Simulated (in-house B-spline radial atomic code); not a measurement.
A fraction x of an electron is removed from 2s in P VI (P5+), starting from [He] 2s2 2p6 and keeping the highest spin. All numbers are computed (non-relativistic RPBE, spin-polarised, spherical fractional occupations; point nucleus) with a radial B-spline atomic code at the basis-set limit, not measured.

```tsv
x	E(x) - E(0) (eV)	2s down level (eV)
0	0.0000	-248.235
0.02	4.9724	-249.004
0.24	60.6863	-257.494
0.31	78.8058	-260.206
0.44	?	?
0.5	128.9456	-267.587
0.51	?	?
0.75	197.0609	-277.342
0.83	219.3734	-280.473
0.95	253.3122	-285.174
1	267.6199	-
```

Problem. What belongs in the row x = 0.44?

Solution. An energy change of 112.9604 eV; 2s down at -265.253 eV.

Problem. What belongs in the row x = 0.51?

Solution. An energy change of 131.6234 eV; 2s down at -267.976 eV.

Problem. Check Janak's theorem between x = 0.02 and 0.24.

Solution. The slope of the energy is 253.25 eV; the orbital levels give 253.25 eV (-ε of the emptying orbital, averaged over the two points).
